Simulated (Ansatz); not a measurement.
The pair A = N-methylmethanimine (SMILES C=NC) (first 8 atoms), B = HF (SMILES F); geometry from B3LYP-D3(BJ)/def2-TZVP.
(charge 0, multiplicity 1):
```tsv
atom	x (Å)	y (Å)	z (Å)
C	-0.8712	0.9822	0.0853
N	-0.1188	0.1396	0.6432
C	0.5642	-0.8625	-0.1502
H	-1.3765	1.7274	0.6935
H	-1.0415	0.9987	-0.9953
H	0.3436	-0.7810	-1.2197
H	1.6390	-0.7636	0.0099
H	0.2740	-1.8513	0.2085
F	0.2233	0.1814	3.2276
H	0.1023	0.1588	2.2706
```

Cores are frozen in the correlated methods. MP2 and its Hartree–Fock in aug-cc-pVTZ are density fitted.

The values were computed with Ansatz (Gaussian orbitals). Each number belongs to the level named beside it.

The counterpoise-corrected interaction energy is E(AB) − E(A in the pair's basis) − E(B in the pair's basis). Total energies (hartree):

```
level                          AB  A in the pair's basis  B in the pair's basis
-------------------  ------------  ---------------------  ---------------------
HF/aug-cc-pVDZ       -233.1284300           -133.0805752           -100.0294988
MP2/aug-cc-pVDZ      -233.8193597           -133.5433701           -100.2553302
HF/aug-cc-pVTZ       -233.1884247           -133.1131147           -100.0568076
MP2/aug-cc-pVTZ      -234.0274928           -133.6659681           -100.3396036
CCSD(T)/aug-cc-pVDZ  -233.8790490           -133.5958755           -100.2632763
```

Task: Work out the counterpoise-corrected interaction energy at the basis-set limit: extrapolate the MP2 correlation part as X⁻³, take Hartree–Fock from the larger set, and add the CCSD(T) − MP2 difference of aug-cc-pVDZ.

Result: 
1. Differences (1 hartree = 627.509 kcal/mol): HF/aug-cc-pVDZ -11.519; MP2/aug-cc-pVDZ -12.964; HF/aug-cc-pVTZ -11.610; MP2/aug-cc-pVTZ -13.756; CCSD(T)/aug-cc-pVDZ -12.486.
2. Correlation parts, MP2 less HF: -1.445 in aug-cc-pVDZ (X = 2), -2.145 in aug-cc-pVTZ (X = 3).
3. Limit (3³·(-2.145) − 2³·(-1.445))/(3³ − 2³) = -2.440; with HF/aug-cc-pVTZ it gives -14.050.
4. CCSD(T) less MP2 in aug-cc-pVDZ: 0.478.
Result: -13.57 kcal/mol, against -12.96 at MP2/aug-cc-pVDZ. It is an estimate of this method's limit, not of the exact value.

Ansatz is a first-principles code.
